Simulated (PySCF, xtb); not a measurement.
MoF5H, SMILES [F][MoH]([F])([F])([F])[F], multiplicity 1.

xtb with GFN2-xTB at its own geometry gives an orbital gap of 3.14 eV and a dipole moment of 0.01 D.

Geometry: B3LYP-D3(BJ)/def2-SVP. The geometry has at least one imaginary mode, so it is a saddle point at that level. The spin state was assumed, not searched. The structure was generated by enumeration; whether it is a known compound was not checked. The def2 effective core potentials stand for the cores of Mo; spin–orbit coupling is left out.

Task: What does M06-2X/def2-TZVP in PySCF give? (An estimate is asked for; the answer gives what the named calculation found.)

Result: gap 6.60 eV (levels -11.52 and -4.91 eV), dipole 0.71 D.
